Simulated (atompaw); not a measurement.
**Si (Z = 14): one change to a PAW (atompaw) potential, before and after**

silicon, PAW, made with atompaw 4.2.0.5 (PBE, scalar-relativistic). Core [Ne], reference 3s1.75 3p2.25. Waves: 3s (bound); 3s channel at 2.45 Ry; 3p (bound); 3p channel at 4.25 Ry. Local part: troulliermartins scheme with l = 2 at -0.5 Ry, radius 1.65 bohr. Core correction: smooth core density matched at 1.95 bohr. Augmentation charge: sinc compensation charge, radius 1.70 bohr; PAW radius 2.00 bohr; waves and projectors: bloechl.

Change: local potential vpsmatchnc scheme with l = 2 at -0.5 Ry, radius 1.65 bohr.

Cutoffs: the cutoffs (Ry, on a coarse ladder) from which the occupation-weighted sum of valence levels, in a spherical-Bessel basis at the reference potential, stays within 10 and 1 mRy of its value at 400 Ry; they do not see the model core or the augmentation charge, which bear on the density cutoff.

Question: What does the change do?

Answer: The potential gets harder (21 Ry and 45 Ry → 40 Ry and 60 Ry); neither file shows a bound ghost.

```tsv
quantity	base	changed
cutoff, loose	21 Ry	40 Ry
cutoff, tight	45 Ry	60 Ry
loose cutoff by channel (10 mRy a level)	s 10 Ry, p 10 Ry	s 30 Ry, p 25 Ry
bound ghosts	none	none
s: phases at 2.00 bohr within 0.05 rad from the reference energy up to (Ry; the scan ends near 5)	to the end of the scan	n/a
p: phases at 2.00 bohr within 0.05 rad from the reference energy up to (Ry; the scan ends near 5)	to the end of the scan	to the end of the scan
lowest overlap eigenvalue by channel	s 0.36, p 0.61	s 0.22, p 0.50
```

Base: The 3s radius (0.70 bohr) lies inside the outermost node of the all-electron wave (0.72 bohr), which a nodeless pseudo-wave cannot match soundly. Changed file: The 3s radius (0.70 bohr) lies inside the outermost node of the all-electron wave (0.72 bohr), which a nodeless pseudo-wave cannot match soundly. The cutoffs see the waves, projectors and local potential, not the compensation charge or the core.
